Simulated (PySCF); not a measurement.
**Sn³⁺ (tin, charge +3): UHF calculation**

Configuration: [Kr] 4d10 5s1, 2S determinant. Calculation: PySCF 2.14, in def2-TZVP with the def2 core potential (28 electrons) (6s5p3d2f, 50 functions); scalar relativity through the core potential.

```
Total energy             : -211.534036 hartree
One-electron energy      : -353.2370 hartree
Hartree (Coulomb) energy : 158.1793 hartree
Exchange energy          : -16.4763 hartree
⟨S²⟩                     : 0.7506
⟨L²⟩                     : 0.000
Sum of ⟨r⟩               : 20.03 bohr
Sum of ⟨r²⟩              : 25.68 bohr²
Time after the integrals : 0.13 s of wall time on 1 thread of AMD EPYC 7B13 (shared host)
```

| shell | electrons | mean orbital energy (eV) | rms radius, mean of both spins (bohr) |
| --- | --- | --- | --- |
| 4s α | 1 | -188.84 | 0.879 |
| 4s β | 1 | -188.37 | 0.879 |
| 4p α | 3 | -139.41 | 0.952 |
| 4p β | 3 | -139.23 | 0.952 |
| 4d α | 5 | -64.890 | 1.16 |
| 4d β | 5 | -64.625 | 1.16 |
| 5s α | 1 | -39.470 | 2.30 |

Energies and moments cover only the electrons outside the core potential.
